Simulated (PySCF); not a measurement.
Compound: CH4N2Si.
Cartesian coordinates in Å at the PBE0-D3(BJ)/def2-SVP level; atoms count from 1:
```xyz
8
CH4N2Si angstrom
N      2.779   -0.252    0.440
C      1.684    0.097    0.282
Si    -0.107    0.602    0.033
N     -1.162   -0.715   -0.273
H     -0.097    1.518   -1.137
H     -0.499    1.278    1.296
H     -1.134   -1.191   -1.167
H     -1.408   -1.355    0.474
```

Computed with MP2 and CCSD/aug-cc-pVDZ in PySCF, restricted Hartree–Fock reference, frozen core, non-relativistic, gas phase, PBE0-D3(BJ)/def2-SVP geometry.

E(HF) = -438.07636 Eh.

**Question.** How large is the problem?

**Answer.** 132 basis functions and 38 electrons; 8 orbitals frozen, which leaves o = 11 correlated occupied and v = 113 virtual orbitals. That is o·v = 1243 singles and o·v(o·v + 1)/2 = 773146 distinct closed-shell doubles amplitudes before symmetry; the costliest CCSD step grows as o²v⁴ = 2.0 × 10^10.

**Question.** What are the MP2 and CCSD correlation energies?

**Answer.** MP2 -0.5742 Eh and CCSD -0.6045 Eh, which gives totals of -438.65054 and -438.68083 Eh. That is 0.748 eV for each correlated electron at CCSD (1587 kJ/mol in all, 0.138 % of the total energy); MP2 gives 95.0 % of the CCSD value.

**Question.** What is the T1 diagnostic?

**Answer.** 0.0128, below the customary warning level of 0.02. It is the norm of the spatial-orbital singles amplitudes over the root of the number of correlated electrons, so the norm is 0.060.

**Question.** How does correlation change the dipole moment?

**Answer.** HF gives 3.84 D and CCSD (unrelaxed density) 3.62 D, a change of -0.22 D.

Connected triples and the basis-set limit are missing.

The job also held the EOM ionisation roots. On an Arm Neoverse V1 with one thread, shared host with 32 logical CPUs at a one-minute load of 9.0, this took 1.7 min wall and 1.8 GiB of memory at its peak.

One conformer stands for the species.
